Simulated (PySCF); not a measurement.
Does the structure fit the spectrum?

A compound C7H9N gives the data below (simulated from a calculation) and was assigned the structure `CNc1ccccc1`.

13C{1H} NMR (computed): δ 150.2 (C), 135.9 (CH), 133.0 (CH), 123.8 (C), 122.5 (CH), 117.3 (CH), 20.1 (CH3).

1H NMR (400 MHz, computed): δ 7.34 (d, 1H), 7.33 (m, 1H), 6.87 (m, 1H), 6.74 (d, 1H), 3.31 (br s, 2H), 2.20 (s, 3H).

One conformer, no solvent, rapidly exchanging positions averaged, relativity neglected. PBE0/pcSseg-1 with gauge-including orbitals; coordinates at the GFN2-xTB level; PySCF 2.14.0 with density-fitted response routines.

References, each an isolated molecule treated in the same way: TMS for 1H (σ = 31.72 ppm), 13C (σ = 186.93 ppm).

Task: Compare with the shifts computed for the proposed structure, pairing carbons in order of shift.

Result: Atoms are numbered as in `[CH3:1][NH:2][c:3]1[cH:4][cH:5][cH:6][cH:7][cH:8]1`; H(Xn) means a hydrogen on atom n.

| atom | computed for proposal | given list | difference |
| --- | --- | --- | --- |
| C3 | 153.7 | 150.2 | +3.5 |
| C5 | 135.0 | 135.9 | -0.9 |
| C7 | 135.0 | 133.0 | +2.0 |
| C6 | 121.5 | 123.8 | -2.3 |
| C4 | 115.1 | 122.5 | -7.4 |
| C8 | 115.1 | 117.3 | -2.2 |
| C1 | 31.9 | 20.1 | +11.8 |

The rms difference is 5.6 ppm and the largest +11.8 ppm at C1 (methyl carbon bonded to N). The proposal also would give 5 carbon signals, not 7. The carbon types in order of shift don't match either: C, CH, CH, CH, CH, CH, CH3 for the proposal against C, CH, CH, C, CH, CH, CH3 in the data. The proposal doesn't fit.

Task: Which isomer fits?

Result: SMILES Cc1ccccc1N.

- Carbon types of the structure: 2 × C, 4 × CH, 1 × CH3, leaving 2 H on heteroatoms.
- δC 150.2: aromatic carbon bearing nitrogen; an ipso carbon deshielded by its heteroatom.
- δC 135.9, 133.0, 122.5, 117.3: aromatic CH.
- δC 123.8: substituted aromatic carbon.
- δH 2.20: hydrogen on a methyl carbon on an aromatic ring; benzylic-type position, deshielded by the ring.

Other isomers checked: C=NCC1=CCC=C1 (rms 23.7 ppm).

The shifts were computed for this structure.

The OH or NH signal is concentration- and solvent-dependent in practice; the value given is the gas-phase one. Shifts are as computed. Against solution values, carbons near 30 ppm lie about +3 ppm off and those near 130 ppm about +5 ppm. Of 1211 compounds with measured shifts, 218 miss one by over three times the rms of a fit or turn the order of signals round; such compounds aren't used in these exercises. Multiplicities follow the n + 1 count of equivalent neighbours, as no J values were calculated; m marks all less simple cases, F and P coupling included.
